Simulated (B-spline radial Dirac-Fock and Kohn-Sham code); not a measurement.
**Kohn-Sham estimates against Dirac-Fock for the levels of F⁴⁺**

System: the F⁴⁺ ion in the configuration [He] 2s2 2p1.

The density-functional columns are spherical, spin-unpolarised Dirac-Kohn-Sham results without Breit or QED terms: −ε is minus the orbital energy of the initial state and ΔSCF the difference of two total energies. The reference in the last column comes from ΔSCF Dirac-Fock with Breit, self-energy and vacuum polarisation, finite nucleus, configuration average. All numbers are from an atomic code on a B-spline grid, in eV; a selection of levels is shown. The Kohn-Sham columns are given as differences from the reference.

```
level  PBE −ε − DF  PBE ΔSCF − DF  LDA −ε − DF  LDA ΔSCF − DF  Dirac-Fock
   1s        -47.9          +10.3        -52.5           +5.3       825.0
   2s         -9.8           +3.1        -10.3           +2.6       126.5
   2p        -14.8           -0.5        -14.7           -0.5       114.1
```

Values without a named source are computed, but for edge energies of neutral atoms, which are taken from tables.
